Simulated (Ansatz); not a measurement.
Molecule: C$_{3}$H$_{4}$Cl (charge 0, doublet). It need not be the lowest isomer of its formula. 
Structure (B3LYP-D3(BJ)/def2-TZVP (Ansatz, a program for electronic structure) minimum search):
SMILES: [CH2]/C=C/Cl
```xyz
8

C     -2.3826    -0.0094     0.1751
C     -1.0718     0.3901     0.0843
C     -0.0051    -0.4840    -0.0064
Cl     1.6207     0.0630    -0.1183
H     -3.1814     0.7141     0.2440
H     -2.6539    -1.0572     0.1805
H     -0.8454     1.4512     0.0824
H     -0.1145    -1.5585    -0.0133
```
Charge 0, spin multiplicity 2.

Wanted: atomisation energy (electronic, to ground-state atoms), in kcal/mol. Correlated levels leave the core frozen unless marked. UHF or UKS for open shells. No spin-orbit coupling. No relativistic terms. The coupled-cluster limit lacks core correlation, which all-electron functionals hold. CBS marks a two-point X^-3 extrapolation of the correlation energy; Hartree-Fock from the larger set. The bracket is a focal-point correction in the basis named.

```csv
level,program,atomisation energy (kcal/mol)
HF/6-31G,Ansatz,523.3
```

Estimate the value at RI-MP2/CBS(aug-cc-pV(T+d)Z,aug-cc-pV(Q+d)Z)+[CCSD(T)-MP2]/aug-cc-pV(T+d)Z as computed with Ansatz.

744.7 kcal/mol, so HF/6-31G differs from it by -221.4 kcal/mol.
